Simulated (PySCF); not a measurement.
Gas-phase reaction: GaH3.NH3 → GaH3 + 3 H + N

Method: PySCF energies (xtb for GFN2) plus ideal-gas RRHO corrections (1 bar). † marks an energy on the PBE0/def2-TZVP geometry and frequencies; other levels use their own. CCSD(T) freezes the core. Open shells (unrestricted): H (multiplicity 2), N (multiplicity 4); the rest are closed-shell singlets. GFN2 has no spin-polarisation term. B3LYP is the form with VWN-RPA correlation. Ga: all electrons, no relativistic terms. Adducts (GaH3.NH3) have no counterpoise correction, and HF, PBE, BLYP, B3LYP and PBE0 lack dispersion. GaH3.NH3, GaH3: computed as isolated molecules; such fragments, hydroxides, amides, oligomers or adducts are transient or little studied in the gas. CCSD(T) isn't extrapolated to the basis-set limit; its ΔH°(298 K) is 1174.2 kJ in def2-SVP and 1227.0 kJ in def2-TZVPP. The harmonic model lacks anharmonicity and excited electronic states, which grow with temperature; levels with a mode under 35 cm⁻¹ are left out. Soft modes under 120 cm⁻¹ make the harmonic entropy rough for GaH3.NH3.

```tsv
level	ΔE electronic, kJ	ΔH°(298 K), kJ	ΔS°(298 K), J/K	ΔG°(1800 K), kJ
B3LYP/def2-TZVP†	1335	1249	432	422
BLYP/def2-TZVP†	1330	1244	432	417
CCSD(T)/def2-SVP†	1260	1174	432	347
GFN2-xTB	1806	1724	431	901
HF/def2-TZVP†	912	826	432	-1
M06-2X/def2-TZVP†	1335	1249	432	422
PBE/def2-TZVP†	1348	1262	432	435
ωB97X-V/def2-TZVP†	1341	1255	432	428
```
ΔH° is lowest at HF/def2-TZVP† and highest at GFN2-xTB. No reference value is set beside these.
